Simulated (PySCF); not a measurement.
Method: PBE-D3(BJ)/def2-TZVP // B3LYP-D3(BJ)/def2-TZVP run with PySCF. Isolated molecules, 0 K electronic values unless said otherwise. 

Reference species (SMILES): `C(#C)[SiH2]` (neutral, multiplicity 2).

| Property | Result |
|---|---|
| dipole moment | 0.45 D |

Changed species: `Cl[SiH2]` (radical fragment; the reference has radical fragment).

Question: Give the shifts of the dipole moment.

Answer: the dipole moment increases by 0.61 D, to 1.06 D.
